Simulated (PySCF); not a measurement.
A PySCF script (with the pyscf-properties extension) for the NMR shieldings of SMILES Cl[SiH2]SC1C[SiH2]C1, C$_{3}$H$_{9}$ClSSi$_{2}$, on a GFN2-xTB geometry:

```python
import basis_set_exchange as bse
import numpy as np
from pyscf import gto, dft
from pyscf.prop import nmr

atoms = """
Cl    2.779206    0.926571    1.771352
Si    2.892709    0.023723   -0.030283
S     1.264666    0.613640   -1.276169
C    -0.145301    0.513557   -0.096144
C    -1.485764    0.895580   -0.733077
Si   -2.337702   -0.538575    0.202045
C    -0.468681   -0.900605    0.397324
H     2.850484   -1.412913    0.205471
H     4.074334    0.460179   -0.746073
H     0.100736    1.178488    0.731217
H    -1.456661    0.743965   -1.810355
H    -1.781759    1.925971   -0.554298
H    -3.007840   -0.148925    1.441443
H    -3.123778   -1.486772   -0.580708
H    -0.049912   -1.134177    1.373838
H    -0.112335   -1.650765   -0.306990
"""
names = dict.fromkeys(["Cl", "Si", "S", "C", "H"], "pcSseg-1")
basis = {el: gto.basis.parse(bse.get_basis(n, elements=[el], fmt="nwchem")) for el, n in names.items()}
mol = gto.M(atom=atoms, basis=basis, charge=0, verbose=0)
mf = dft.RKS(mol, xc="PBE0")
mf.grids.level = 2
mf.grids.alignment = dft.numint.BLKSIZE   # the property module wants whole blocks of grid points
mf.conv_tol = 1e-9
mf.kernel()

calc = nmr.RKS(mf)   # GIAO
C = mf.mo_coeff
Co = C[:, mf.mo_occ > 0]
resp = mf.gen_response(singlet=True, hermi=2)
def vind(x):   # induced exchange potential for any number of trial vectors
    d = np.einsum("pi,xij,qj->xpq", C, 2 * x.reshape(-1, C.shape[1], Co.shape[1]), Co, optimize=True)
    return np.einsum("xpq,pi,qj->xij", resp(d - d.transpose(0, 2, 1)), C, Co, optimize=True).ravel()
mo1, _ = nmr.rhf.solve_mo1(calc, with_cphf=vind)
sigma = calc.kernel(mo1)
for i, s in enumerate(sigma):   # ppm
    w = np.linalg.eigvalsh((s + s.T) / 2)
    print("%2d %-2s iso %8.1f  s11 %8.1f  s22 %8.1f  s33 %8.1f" % (i, mol.atom_pure_symbol(i), w.mean(), *w))
```

**Question.** What are the results?

**Answer.** 
```
 0 Cl iso    982.0  s11    892.4  s22   1018.9  s33   1034.8
 1 Si iso    360.9  s11    299.4  s22    376.7  s33    406.7
 2 S  iso    515.6  s11    379.9  s22    453.3  s33    713.5
 3 C  iso    146.4  s11    121.1  s22    152.6  s33    165.4
 4 C  iso    165.2  s11    140.4  s22    155.3  s33    200.0
 5 Si iso    396.8  s11    356.3  s22    409.1  s33    425.0
 6 C  iso    163.1  s11    138.3  s22    152.0  s33    199.2
 7 H  iso     26.0  s11     21.4  s22     24.9  s33     31.5
 8 H  iso     26.4  s11     21.8  s22     24.3  s33     33.0
 9 H  iso     27.8  s11     22.9  s22     29.7  s33     30.8
10 H  iso     29.8  s11     25.7  s22     29.2  s33     34.6
11 H  iso     29.7  s11     25.6  s22     26.8  s33     36.8
12 H  iso     27.1  s11     24.1  s22     25.0  s33     32.1
13 H  iso     26.9  s11     23.6  s22     24.4  s33     32.7
14 H  iso     29.6  s11     25.0  s22     29.1  s33     34.9
15 H  iso     30.0  s11     26.6  s22     30.0  s33     33.4
```

These numbers come from an equivalent density-fitted implementation of the same equations, which agrees with the script to about 0.01 ppm for H and up to a few tenths of a ppm for heavy atoms, so last digits may differ.

**Question.** Turn these shieldings into chemical shifts. Chemical shifts δ = σref − σ; 35Cl (σref 949.78) vs HCl; 29Si (σref 349.16), 13C (σref 186.93), 1H (σref 31.72) vs TMS; CS2 for 33S (σref 503.73), all at this level.

**Answer.** Averaging equivalent atoms: Cl 0: -32; Si 1: -11.8; Si 5: -47.6; S 2: -12; C 3: 40.6; C 4/6: 22.7; H 7/8: 5.56; H 13: 4.79; H 12: 4.64; H 9: 3.93; H 11/14: 2.03; H 10/15: 1.80 ppm. 

Size and cost of the density-fitted run: 192 basis functions, 41 s wall time on 1 thread of an Arm Neoverse V2, shared host; peak memory 0.86 GiB.
